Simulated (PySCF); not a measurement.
# N²⁺: excitation energy

N²⁺ [He] 2s2 2p1 (2P) → N²⁺ [He] 2s1 2p1 3d1 (high-spin determinant), as a difference of total energies. Calculation: PySCF 2.14, in aug-cc-pVQZ-DK; the spin-free X2C one-electron Hamiltonian (Gaussian nucleus). Correlated levels: valence: 1s2 frozen. The calculations carry no spin-orbit coupling.

```json
{"method": "UHF", "excitation energy (eV)": "39.160"}
{"method": "LDA", "excitation energy (eV)": "39.699"}
{"method": "PBE", "excitation energy (eV)": "39.564"}
{"method": "PBE0", "excitation energy (eV)": "39.783"}
{"method": "r2SCAN", "excitation energy (eV)": "39.527"}
{"method": "r2SCANh", "excitation energy (eV)": "39.629"}
{"method": "B3LYP", "excitation energy (eV)": "40.124"}
{"method": "TPSS", "excitation energy (eV)": "39.877"}
{"method": "PW91", "excitation energy (eV)": "39.642"}
{"method": "MP2 (valence)", "excitation energy (eV)": "40.547"}
{"method": "SCS-MP2 (valence)", "excitation energy (eV)": "40.968"}
```

How much does correlation contribute at MP2 (valence)?

40.547 − (39.160) = 1.387 eV, measured against UHF.

The promoted electron is Rydberg-like, and one or two diffuse shells describe it only roughly, which tends to raise the upper state.

The determinant of the upper state mixes LS terms, which raises its energy above the lowest term, most at the Hartree-Fock and MP2 levels.
